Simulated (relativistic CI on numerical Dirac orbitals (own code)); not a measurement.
Computed by Dirac-Coulomb-Breit CI, orbitals from a KLI potential per configuration, model QED, unscaled Slater integrals (own radial code, finite nucleus).

The strongest absorption lines from the ground level of an ion, among the configurations computed and to levels below about 486 eV (vacuum wavelength in nm, gf): 3.1991 (0.78), 3.2075 (2.3), 3.2403 (0.61), 3.2647 (0.39), 8.5111 (2.5), 8.5410 (1), 8.7003 (1.4), 9.5420 (2.6).

Question: Which ion is it?
A. Rb16+
B. Br16+
C. Rb18+
D. Y20+

Answer: C. Rb18+ has 19 electrons and the ground level 3s2.3p6.3d 2D_3/2; the strongest line goes to 3s2.3p5.3d2 2F°_5/2. The pattern of lines fixes the number of electrons, and along that sequence the line energies rise steadily with the charge (about as its square where n changes within one kind of shell, about linearly where n is kept but much faster in heavy ions where fine structure, which grows about as Z⁴, sets the gap, and irregularly where shells cross), which fixes Z. Configurations outside the model, such as inner-shell arrays, can give stronger lines. At this charge energies of transitions that change n are usually good to better than 1 %, and those within a shell (Δn = 0) to a few per cent.

LS names give the leading component of a level, which can be under half, so a name can repeat, a term be missing and a line seem to break the LS rules.
